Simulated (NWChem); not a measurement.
MoH₃F₃; SMILES [F][MoH3]([F])[F]

def2 effective core potentials on Mo; no spin-orbit coupling.

Task: Give the equilibrium geometry at PBE0/def2-SVP with def2 effective core potentials on Mo (NWChem) as a Z-matrix, with the point group.

Result: point group C3v; any orientation.
```
Mo
F 1 1.8515
F 1 1.8515 2 116.31
F 1 1.8515 2 116.31 3 -142.74
H 1 1.6355 2 83.95 3 80.17
H 5 1.5500 1 61.72 2 86.73
H 5 1.5500 6 60.00 1 -71.90
```
